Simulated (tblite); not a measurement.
Problem. Write Cartesian coordinates for `ClC[SiH2]O[SiH2]c1ccco1` as optimised with GFN2-xTB.

Solution. 
```xyz
19
C5H9ClO2Si2 angstrom
Cl     1.212    0.928   -1.775
C      2.124    0.932   -0.240
Si     2.559   -0.863    0.255
O      1.207   -1.721    0.457
Si    -0.390   -2.012    0.300
C     -1.306   -0.379    0.225
C     -2.333    0.087   -0.553
C     -2.574    1.422   -0.162
C     -1.678    1.681    0.829
O     -0.915    0.607    1.072
H      3.001    1.553   -0.404
H      1.487    1.423    0.493
H      3.311   -1.491   -0.826
H      3.218   -0.840    1.558
H     -0.708   -2.772    1.508
H     -0.587   -2.739   -0.951
H     -2.846   -0.465   -1.314
H     -3.302    2.097   -0.565
H     -1.491    2.561    1.415
```

Any rigid rotation of these coordinates is as good. Atoms count from 1 in this order. The 2 C–Si bonds span 1.874 Å (Si5–C6, drawn single) to 1.912 Å (C2–Si3, drawn single), a spread of 0.038 Å. Si5 (oxygen-bound silicon) is distorted tetrahedral (angles from 103.1° to 114.8°). Si3 (oxygen-bound silicon) is distorted tetrahedral (angles from 105.9° to 115.8°). The 5-membered ring C6–C7–C8–C9–O10 has internal angles of 105.6° to 110.8°; it is planar, 0.00 Å rms from its mean plane, widest ring torsion 0°.

Bonds between heavy atoms (Å): Cl1–C2 1.785, C2–Si3 1.912, Si3–O4 1.614, O4–Si5 1.631, Si5–C6 1.874, C6–C7 1.370, C7–C8 1.412, C8–C9 1.361, C9–O10 1.339, C6–O10 1.357.

Structure optimised with GFN2-xTB, isolated species.

Point group: C1 (no symmetry element, even within 0.4 Å). Its lowest GFN2-xTB frequency is 9 cm⁻¹, too small to tell a flat minimum from a shallow saddle. The numbers are those of one conformer (Cl1–C2–Si3–O4 -61°, C2–Si3–O4–Si5 16°, Si3–O4–Si5–C6 -29°, O4–Si5–C6–C7 137°).

Hardware: an Intel Xeon 6975P-C with one thread, no GPU, shared host with 192 logical CPUs at a one-minute load of 61. Cost: 1.4 s. That covers the optimisation of the geometry.

The numbers are calculated, not measured.
